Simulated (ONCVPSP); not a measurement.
## argon: ONCV pseudisation with BLYP, scalar-relativistic reference atom.

ONCVPSP 4.0.1 was run on this input:

```
# ATOM AND REFERENCE CONFIGURATION
# atsym  z   nc   nv     iexc    psfile
  Ar 18.00    3    2  -106131      upf
#
#   n    l    f
    1    0    2.00
    2    0    2.00
    2    1    6.00
    3    0    2.00
    3    1    5.50
#
# PSEUDOPOTENTIAL AND OPTIMIZATION
# lmax
    2
#
#   l,   rc,      ep,       ncon, nbas, qcut
    0    1.25    0.00    4    7    4.70
    1    0.95    0.00    4    8   10.10
    2    1.00    0.35    4    8   11.30
#
# LOCAL POTENTIAL
# lloc, lpopt,  rc(5),   dvloc0
    4    5    0.60    6.00
#
# VANDERBILT-KLEINMAN-BYLANDER PROJECTORs
# l, nproj, debl
    0    1    1.60
    1    1    2.80
    2    1    2.30
#
# MODEL CORE CHARGE
# icmod, fcfact, rcfact
    0    0.00    0.00
#
# LOG DERIVATIVE ANALYSIS
# epsh1, epsh2, depsh
   -3.00    5.00    0.02
#
# OUTPUT GRID
# rlmax, drl
    6.00    0.01
#
# TEST CONFIGURATIONS
# ncnf
    4
# nvcnf
#   n    l    f
    2
    3    0    2.00
    3    1    6.00
#
    2
    3    0    2.00
    3    1    5.00
#
    2
    3    0    2.00
    3    1    4.00
#
    2
    3    0    1.00
    3    1    6.00
#
```

Command:

```bash
oncvpsp.x < Ar.dat > Ar.out
```

Resulting log (shortened: citation, most of the input echo, consistency checks and plot data are left out):

```
ONCVPSP  (Optimized Norm-Conservinng Vanderbilt PSeudopotential)
scalar-relativistic version 4.0.1

#   n    l    f        energy (Ha)
    1    0    2.00    -1.1498045E+02
    2    0    2.00    -1.1155621E+01
    2    1    6.00    -8.6977503E+00
    3    0    2.00    -1.1068799E+00
    3    1    5.50    -5.8254192E-01

Reference configufation results
  iterations    21
  all-electron total energy (Ha)   -5.29198427D+02

Begin loop to  construct optimized pseudo wave functions
and semi-local pseudopoentials for all angular momenta

Calculating optimized projector #   1

 for l=   0

    Fraction of norm inside rc  0.447025
    Optimizing pswf for qcut=   4.70 a_B^-1,  ecut=  11.04 Ha
    Residual kinetic energy error=  1.94D-02 Ha

    Energy error per electron        Cutoff
         Ha          eV             Ha
         0.01000     0.27211       13.75
         0.00100     0.02721       62.00
         0.00010     0.00272       77.27
         0.00001     0.00027      100.03

Calculating optimized projector #   1

 for l=   1

    Fraction of norm inside rc  0.142073
    Optimizing pswf for qcut=  10.09 a_B^-1,  ecut=  50.94 Ha
    Residual kinetic energy error=  1.04D-03 Ha

    Energy error per electron        Cutoff
         Ha          eV             Ha
         0.01000     0.27211       28.10
         0.00100     0.02721       51.71
         0.00010     0.00272      210.68
         0.00001     0.00027      277.43

   Wellstate for l =  2  n =  3
     eigenvalue =   0.3500
     asymptotic potential =   0.8500
     half-point radius =  2.2700

Calculating optimized projector #   1

 for l=   2

    Fraction of norm inside rc  0.172669
    Optimizing pswf for qcut=  11.30 a_B^-1,  ecut=  63.79 Ha
    Residual kinetic energy error=  1.13D-04 Ha

    Energy error per electron        Cutoff
         Ha          eV             Ha
         0.01000     0.27211       37.53
         0.00100     0.02721       51.91
         0.00010     0.00272       65.13
         0.00001     0.00027      213.21

Construct Vanderbilt / Kleinmman-Bylander projectors

Pseudoatom total energy  -20.822397

Diagnostic tests using Vanderbilt-Kleinman-Bylander pseudopotentials
  1 or more projectors used as specified by nproj input data

   l    rcore       rmatch      e in        delta e   norm test  slope test

   0   1.2568370   1.2949973  -1.1068799  -0.0000130   0.9999974   1.0000355

   1   0.9544910   0.9834714  -0.5825419   0.0000243   1.0000296   1.0000123

   2   1.0012803   1.0316814   0.3500000   0.0000548   1.0000059   1.0000059

 Testing for bound ghosts
   n   l    E NL Schr. Eq   E Basis Diag.   E Cutoff

   1   0       -1.106893       -1.101710     79.31

   2   1       -0.582518       -0.472896    240.99

   3   2       -0.022831        0.355463    255.46

 Testing for highly-localized positive-energy ghosts
       l    <radius>/rc     E Basis Diag.   E Cutoff

       0        0.277086       -0.813878     79.31  WARNING - GHOST(+)

Test configuration 0

   n   l     f        eae           eps        diff
   1   0  2.0000 -114.98044996
   2   0  2.0000  -11.15562107
   2   1  6.0000   -8.69775027
   3   0  2.0000   -1.10687987   -1.10689289   -1.30D-05
   3   1  5.5000   -0.58254192   -0.58251764    2.43D-05

    Total energies and differences
      AE_ref= -5.29198427D+02  AE_tst= -5.29198427D+02  dif=  0.00D+00
      PS_ref= -2.08223968D+01  PS_tst= -2.08223968D+01  dif=  0.00D+00
      PSP excitation error=  0.00D+00

Test configuration 1

   n   l     f        eae           eps        diff
   1   0  2.0000 -114.73218933
   2   0  2.0000  -10.91178128
   2   1  6.0000   -8.45336104
   3   0  2.0000   -0.88690586   -0.88770250   -7.97D-04
   3   1  6.0000   -0.37269440   -0.37313125   -4.37D-04

    Total energies and differences
      AE_ref= -5.29198427D+02  AE_tst= -5.29436536D+02  dif= -2.38D-01
      PS_ref= -2.08223968D+01  PS_tst= -2.10606587D+01  dif= -2.38D-01
      PSP excitation error=  1.53D-04

Test configuration 2

psatom: WARNING lschvkbb convergence error n,l,iter=   1   0  17
ea(ii),et,emin,emax -1.332518E+00 -1.465769E+00 -1.465769E+00 -1.465769E+00
run_config: WARNING for fully non-local PS atom, stg. 2
 WARNING no output for configuration 3

Test configuration 3

psatom: WARNING lschvkbb convergence error n,l,iter=   1   0  39
ea(ii),et,emin,emax -1.629047E+00 -1.791951E+00 -1.791951E+00 -1.791951E+00
run_config: WARNING for fully non-local PS atom, stg. 1
 WARNING no output for configuration 4

Test configuration 4

   n   l     f        eae           eps        diff
   1   0  2.0000 -115.29723188
   2   0  2.0000  -11.46669266
   2   1  6.0000   -9.00863304
   3   0  1.0000   -1.36486238   -1.36313033    1.73D-03
   3   1  6.0000   -0.82736930   -0.82569643    1.67D-03

    Total energies and differences
      AE_ref= -5.29198427D+02  AE_tst= -5.28315523D+02  dif=  8.83D-01
      PS_ref= -2.08223968D+01  PS_tst= -1.99400183D+01  dif=  8.82D-01
      PSP excitation error=  5.26D-04
```

Note: ghosts flagged at negative energy: s at -22.1 eV; no localised positive-energy state flagged. A true bound ghost makes a file unfit for plane-wave use.

The run took about 1.9 s on one core of a shared server CPU.
